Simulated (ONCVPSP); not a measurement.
**Before and after: ONCV potential for Mn (Z = 25)**

* Element: manganese (Mn)
* Generator: ONCVPSP 4.0.1
* Type: optimised norm-conserving Vanderbilt (ONCV)
* Functional: PBE
* Relativity: scalar-relativistic
* Frozen core: [Ne]
* Valence charge: 15
* Reference configuration: 3s2 3p6 3d4 (charge +3)
* Partial waves: 3s: rc 1.15 bohr, ncon 4, nbas 8, qcut 11.7 1/bohr, 2 projectors, debl 1.7 Ha; 3p: rc 0.80 bohr, ncon 4, nbas 9, qcut 11.5 1/bohr, 2 projectors, debl 3.2 Ha; 3d: rc 1.70 bohr, ncon 4, nbas 9, qcut 9.8 1/bohr, 2 projectors, debl 1.3 Ha
* Local potential: polynomial inside 0.55 bohr (lpopt 5, dvloc0 0 Ha)
* Core correction: Teter function, fcfact 3.5, rcfact 1.3

In the s channel the program set the typed energies aside and used -4.477, 0.250 Ha. In the p channel the program set the typed energies aside and used -3.318, 0.250 Ha. In the d channel the program set the typed energies aside and used -1.514, 0.250 Ha.

Change: all radii but the core radius scaled by about 0.95 (s 1.10, p 0.76, d 1.62 bohr); local potential polynomial inside 0.52 bohr (lpopt 5, dvloc0 0 Ha).

Cutoffs: the cutoffs (Ha) at which the residual kinetic energy of the hardest occupied pseudo-wave falls to 1 and 0.1 mHa per electron; they do not see the model core or the augmentation charge, which bear on the density cutoff. Errors are all-electron minus pseudo energies relative to the spin-unpolarised reference configuration.

Problem. How do hardness, ghosts and transferability respond?

Solution. The potential gets neither clearly harder nor softer (56 Ha and 102 Ha → 57 Ha and 102 Ha); of the 4 tests that both files solve, the error grows in 0 and shrinks in 4 by more than 15 % and 0.3 meV (median size 61.8 → 52.0 meV); neither file shows a bound ghost. Less of the atom is replaced, so other configurations are described better.

```csv
quantity,base,changed
"cutoff, loose",56 Ha,57 Ha
"cutoff, tight",102 Ha,102 Ha
loose cutoff by channel,"s 46 Ha, p 56 Ha, d 36 Ha","s 48 Ha, p 57 Ha, d 37 Ha"
bound ghosts,none,none
GHOST(+) flags under 300 eV,none,s at 250.3 eV
"error for 3s2 3p6 3d5 4s2, meV [ΔE -56.53 eV]",+41,+34
"error for 3s2 3p6 3d5 4s1, meV [ΔE -48.12 eV]",+59,+50
"error for 3s2 3p6 3d5, meV [ΔE -32.52 eV]",+87,+73
"error for 3s2 3p6 3d5 4p2, meV [ΔE -48.60 eV]",+64,+54
"rms error of d²Exc/dni dnj with the model core, mHa",1.08,1.23
```
